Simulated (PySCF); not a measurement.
Compound: C₂H₁₁NSi₂.
SMILES with atom numbers: `[CH3:1][CH2:2][Si@@H:3]([NH2:4])[SiH3:5]` (hydrogens: H6, H7, H8 on C1; H9, H10 on C2; H11 on Si3; H12, H13 on N4; H14, H15, H16 on Si5)

Cartesian coordinates in Å at the PBE0-D3(BJ)/def2-SVP level; atoms count from 1:
```xyz
16
C2H11NSi2 angstrom
C     -1.9960   -1.2084    0.4862
C     -0.5131   -0.9281    0.7188
Si     0.2745    0.1819   -0.5859
N     -0.5422    1.7210   -0.5933
Si     2.5254    0.6107   -0.0824
H     -2.4109   -1.8807    1.2542
H     -2.5915   -0.2817    0.5173
H     -2.1716   -1.6815   -0.4935
H      0.0588   -1.8724    0.7421
H     -0.3608   -0.4494    1.7013
H      0.2278   -0.5634   -1.8975
H     -1.5405    1.7401   -0.7788
H     -0.0959    2.4984   -1.0686
H      2.6670    1.1683    1.3002
H      3.1142    1.6008   -1.0412
H      3.3345   -0.6472   -0.1647
```

Linear response at CAM-B3LYP/def2-SVPD (PySCF, frozen core in the response, non-relativistic). Geometry: PBE0-D3(BJ)/def2-SVP, one conformer, isolated molecule.

Static isotropic polarisability: 92.03 au (13.64 Å³), principal values 81.1, 86.5, 108.5 au.

Task: What is the polarisability at 1064 nm and at the sodium D line?

Result: 92.95 au at 1064 nm (+1.0 %), 95.13 au at 589.3 nm (+3.4 %). The rise at 589.3 nm is 3.36 times that at 1064 nm; a pure ω² law gives 3.26. The lowest singlet lies at 199 nm, shorter than both wavelengths.

Task: What is the isotropic C6 coefficient between two such molecules, C6 = (3/π)∫α(iω)² dω?

Result: 3048 au (Eh·bohr⁶) by a ten-point quadrature over imaginary frequencies, which is 1820 eV·Å⁶ or 176 J·nm⁶/mol.

Task: Which effective excitation energy ω̄ makes London's formula C6 = (3/4)α²ω̄ exact here?

Result: ω̄ = 4·C6/(3α²) = 0.480 Eh = 13.1 eV. A one-pole form α(ω) = α/(1 − ω²/ω̄²) fitted to the 1064 nm value gives 11.7 eV. London's choice of the ionisation energy (9.44 eV, ΔSCF at the same level) gives C6 = 2200 au, 28 % too low.

Task: How anisotropic is the static polarisability, by Δα² = ½[(α1 − α2)² + (α2 − α3)² + (α3 − α1)²]?

Result: Δα = 25.2 au, or 0.27 of the isotropic value.

Task: What does −C6/R⁶ come to at R = 12 Å between centres?

Result: -59 J/mol. This is the leading, orientation-averaged term; C8 and higher terms are left out.

Task: What three-body coefficient follows from the one-pole estimate C9 = (3/4)·α·C6?

Result: 210000 au. This is an estimate from the two numbers above, not a computed integral.

Task: What n − 1 at the D line would an ideal gas of it have at 273.15 K and 1 atm (2.6868 × 10¹⁹ cm⁻³), by n − 1 = 2π·N·α′?

Result: 23.80 × 10⁻⁴, a formal value whether or not that pressure can be reached.
